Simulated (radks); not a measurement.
Results of a calculation; reference values are marked as such.
Species: Mg I. Configuration: [Ne] 3s2.

Code: a radial shooting solver on a logarithmic mesh with Libxc functionals. Model: scalar-relativistic Kohn-Sham, BLYP, spin-polarised, spherical densities, point nucleus.

Energy parts (eV):
total: -5453.649
kinetic: 5460.522
electron-nucleus: -13078.140
Hartree: 2612.403
exchange-correlation: -448.435

Orbitals (lengths in bohr, moments of r in powers of bohr; r(90%) holds 90 % of the orbital's charge):
orbital  occ.  eigenvalue (eV)  r(90%)   <1/r>
1s          2        -1260.683   0.234   11.63
2s          2         -79.5784    1.11   2.100
2p          6         -46.5308    1.18   1.957
3s          2          -4.5725    4.88  0.4274

The highest occupied level is 3s at -4.572 eV. The density falls to 0.001 e/bohr^3 at r = 4.51 bohr. For comparison, the ionisation energy in NIST's Atomic Spectra Database is 7.646 eV (measured). In exact Kohn-Sham theory the highest level is minus the ionisation energy, but local and semilocal functionals leave it too shallow, through self-interaction and a potential that decays too fast; potentials with the right tail come closer.
